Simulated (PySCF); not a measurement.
**Electron correlation in He (helium, neutral)**

1s2, closed-shell 1S. Calculation: PySCF 2.14, in cc-pVDZ; no relativity, point nucleus. Frozen: nothing; 2 electrons correlated.

Total MP2 correlation energy: -25.83 mhartree.

Same-spin part 0.00 and opposite-spin part -25.83 mhartree; SCS-MP2 scales them by 1/3 and 6/5 to -30.99 mhartree.

With two correlated electrons CCSD is exact within the correlated space (frozen core and kept virtual orbitals).

| level | correlation energy (mhartree) |
| --- | --- |
| CCSD | -32.43 |

Diagnostics: T1 = 0.00055, D1 = 0.0008, largest double amplitude 0.065.

Question: Is a single reference adequate?

Answer: Yes: T1 lies below 0.03 and no double amplitude reaches 0.07.
